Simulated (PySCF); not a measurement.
A calculated (revPBE, PySCF 2.14, cc-pVDZ-X2C, scalar relativity by spin-free X2C-1e) atom or ion has these occupied shells.

| shell | electrons | orbital energy (eV) | rms radius, mean of both spins (bohr) |
| --- | --- | --- | --- |
| 1s α | 1 | -57239.7 | 0.0231 |
| 1s β | 1 | -57239.7 | 0.0231 |
| 2s α | 1 | -9644.7 | 0.0935 |
| 2s β | 1 | -9644.7 | 0.0935 |
| 2p α | 3 | -8554.6 | 0.0843 |
| 2p β | 3 | -8554.5 | 0.0843 |
| 3s α | 1 | -2188.9 | 0.240 |
| 3s β | 1 | -2187.6 | 0.240 |
| 3p α | 3 | -1855.7 | 0.241 |
| 3p β | 3 | -1854.3 | 0.241 |
| 3d α | 5 | -1428.7 | 0.221 |
| 3d β | 5 | -1427.7 | 0.221 |
| 4s α | 1 | -459.35 | 0.540 |
| 4s β | 1 | -456.44 | 0.540 |
| 4p α | 3 | -349.09 | 0.574 |
| 4p β | 3 | -346.23 | 0.574 |
| 4d α | 5 | -199.05 | 0.628 |
| 4d β | 5 | -196.23 | 0.628 |
| 5s α | 1 | -82.139 | 1.31 |
| 5s β | 1 | -80.788 | 1.31 |
| 5p α | 3 | -55.648 | 1.53 |
| 5p β | 3 | -54.678 | 1.53 |
| 4f α | 7 | -36.139 | 0.869 |
| 4f β | 4 | -34.146 | 0.869 |

(1) Name the element and its charge.

Results:

(1) Er³⁺ (erbium, charge +3), in [Xe] 4f11, one real determinant.
